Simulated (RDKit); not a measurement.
A run for RDKit: MMFF94 on CH6OSi (a complex), monomers drawn apart or pushed together.

```python
from rdkit import Chem
from rdkit.Chem import AllChem, rdDetermineBonds

blocks = [
'''5

Si    0.02589752    0.24184204    0.17650129
H     1.29876743   -0.01850004    0.88781787
H     0.35531773    0.70756122   -1.19357250
H    -0.72857558    1.30836259    0.86869554
H    -0.77654015   -0.99446017    0.08273770
''',
'''4

C     0.45205180   -0.29385737    3.53427401
O    -0.47538615   -0.60403913    2.83903378
H     0.44646872   -0.46959727    4.62635863
H     1.35943746    0.18322584    3.11839818
''',
]
mol = None
for b in blocks:
    f = Chem.MolFromXYZBlock(b)
    rdDetermineBonds.DetermineBonds(f, charge=0)
    mol = f if mol is None else Chem.CombineMols(mol, f)
Chem.SanitizeMol(mol)
print(Chem.MolToSmiles(Chem.RemoveHs(mol)))
ff = AllChem.MMFFGetMoleculeForceField(mol, AllChem.MMFFGetMoleculeProperties(mol), nonBondedThresh=100.0, ignoreInterfragInteractions=False)
e = ff.CalcEnergy()
print(f'MMFF94 energy {e:.6f} kcal/mol')
```

The log:

```
C=O.[SiH4]
MMFF94 energy 7.902175 kcal/mol
```

The run finished.

Cost: around 0.07 core-seconds (rough).
